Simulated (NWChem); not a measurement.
**Ionisation of F₂Si**

```
Si
F 1 1.6269
F 1 1.6269 2 100.02
```
Charge 0, spin multiplicity 1.

Everything below was run with NWChem. All single points use one geometry, from PBE0/def2-SVP, a minimum by its harmonic frequencies.

Basis set: def2-TZVP. The species with one electron less has spin multiplicity 2 and keeps the geometry of the parent. Δ marks differences of total energies (open shells unrestricted). −ε marks an orbital energy of the parent. That orbital need not have the symmetry of the hole or added electron in the Δ rows.

B3LYP has NWChem's definition, with VWN1-RPA local correlation. The structure started from a generated list of species. No SCF solution was tested for a lower state.

Order these methods by the first vertical ionisation energy they give, lowest first: −ε(HOMO) of HF, −ε(HOMO) of PBE, −ε(HOMO) of BP86, −ε(HOMO) of B3LYP, ΔBP86.

−ε(HOMO) of PBE (7.20 eV), −ε(HOMO) of BP86 (7.31 eV), −ε(HOMO) of B3LYP (8.25 eV), ΔBP86 (11.07 eV), −ε(HOMO) of HF (11.18 eV)
